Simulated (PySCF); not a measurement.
Relaxation of singlet Ag2O

Level of theory: PBE0 in PySCF with O def2-TZVP, Ag def2-TZVP with ECP28; scalar-relativistic core potentials, no spin–orbit coupling; density-fitted integrals. A (50,194) grid was used.

A start displaced from a saddle point along its imaginary mode, of C2v symmetry, held to at least that symmetry:

```xyz
3
charge 0 multiplicity 1, angstrom
O    -0.0062    0.1198    0.0000
Ag    0.0005   -0.0090    1.9576
Ag    0.0005   -0.0090   -1.9576
```

Optimiser trace:
```
step  E − E(last) (kJ/mol)  largest gradient (Eh/bohr)
   0                 36.44                     0.00297
   1                 35.90                     0.00370
   2                 35.11                     0.00447
   3                 33.98                     0.00523
   4                 32.44                     0.00585
   5                 30.49                     0.00628
   6                 28.16                     0.00653
   7                 25.56                     0.00647
   8                 22.85                     0.00613
   9                 15.91                     0.01784
  10                 12.34                     0.01080
  11                  8.40                     0.00394
  12                  3.40                     0.00212
  13                  1.33                     0.01044
  14                  0.13                     0.00121
  15                  0.03                     0.00057
  16                  0.00                     0.00004
```

It ends at C2v with Ag–Ag 3.020 Å, O–Ag 1.997 Å (×2); Ag–Ag–O 40.9° (×2), Ag–O–Ag 98.3° (after a last refinement on a finer grid). The frequency run here used a shortcut that can spoil soft modes, so no verdict on minimum or saddle point is given. Other isomers or separated fragments may lie lower.

Final geometry:
```xyz
3
charge 0 multiplicity 1, angstrom
O    -0.0629    1.2194    0.0000
Ag    0.0044   -0.0850    1.5100
Ag    0.0044   -0.0850   -1.5100
```

The relaxation took roughly 100 core-seconds on a shared host.
